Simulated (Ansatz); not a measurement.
Consider the cleavage of the B–Si bond: `B[Si](O)(O)F` + `N=C([SiH3])S` → `BSC(=N)[SiH3]` + `O[SiH](O)F`.

Program: Ansatz. Geometries: PBE0-D4/def2-TZVP. ΔE: electronic, gas phase. CCSD(T)/CBS adds triple-zeta CCSD(T) − MP2 to the extrapolated MP2 energy (def2 sets, frozen cores). This one scheme is used for every species. Functionals use def2-TZVPP. B3LYP here is the variant with VWN-RPA as its local correlation; programs differ in this. Each species was taken in one conformer, which may not be the lowest.

`B[Si](O)(O)F`:

Cartesian coordinates in Å:
```
B -1.488 0.063 0.676
Si 0.269 0.119 -0.289
O 1.191 -1.228 -0.142
O 1.182 1.361 0.229
F -0.091 0.292 -1.843
H -1.906 0.992 1.298
H -2.167 -0.920 0.626
H 0.891 -2.029 -0.575
H 2.118 1.350 0.019
```

`N=C([SiH3])S`:

```xyz
9

N     1.367   -0.860   -0.892
C     0.349   -0.165   -0.604
Si   -0.187   -0.052    1.209
S    -0.572    0.759   -1.812
H     1.602   -0.851   -1.887
H     0.122    1.315    1.702
H     0.528   -1.078    1.999
H    -1.659   -0.251    1.280
H    -1.550    1.185   -0.997
```

`BSC(=N)[SiH3]`:

Z-matrix (Å, degrees):
```
Si
C 1 1.902
H 1 1.484 2 110.1
H 1 1.484 2 110.1 3 -120.7
H 1 1.480 2 106.0 3 119.6
S 2 1.799 1 122.8 3 60.4
N 2 1.264 1 117.2 3 -119.6
B 6 1.759 2 107.2 1 -0.1
H 7 1.024 2 113.2 1 180.0
H 8 1.191 6 115.8 2 -180.0
H 8 1.190 6 121.9 2 0.0
```

`O[SiH](O)F`:

Z-matrix (Å, degrees):
```
Si
O 1 1.619
F 1 1.595 2 111.7
O 1 1.630 2 108.7 3 118.8
H 1 1.469 2 107.5 3 -117.0
H 2 0.959 1 118.7 3 -79.5
H 4 0.958 1 118.6 2 -158.0
```

Problem. Is it downhill or uphill in electronic energy at CCSD(T)/CBS, and by how much? (Estimate.)

Solution. Ansatz gave: Downhill: ΔE = -1.34 eV.

Problem. What do these levels give: r2SCAN-D4, B3LYP-D4, PBE, PBE0, B3LYP, HF/def2-TZVPP, MP2/def2-TZVPP, SCS-MP2/def2-TZVPP, CCSD/def2-TZVPP, CCSD(T)/def2-TZVPP, MP2/def2-QZVPP, CCSD/CBS(def2)? (Estimate.)

Solution. Computed: r2SCAN-D4 -1.36, B3LYP-D4 -1.31, PBE -1.30, PBE0 -1.31, B3LYP -1.29, HF/def2-TZVPP -1.22, MP2/def2-TZVPP -1.43, SCS-MP2/def2-TZVPP -1.37, CCSD/def2-TZVPP -1.30, CCSD(T)/def2-TZVPP -1.34, MP2/def2-QZVPP -1.43, CCSD/CBS(def2) -1.30 eV.

Largest T1 diagnostic among the species: 0.015.

In def2-TZVPP, CCSD(T) changes the Hartree–Fock value by −0.12 eV (the triples alone add −0.04 eV) and MP2 by −0.21 eV.
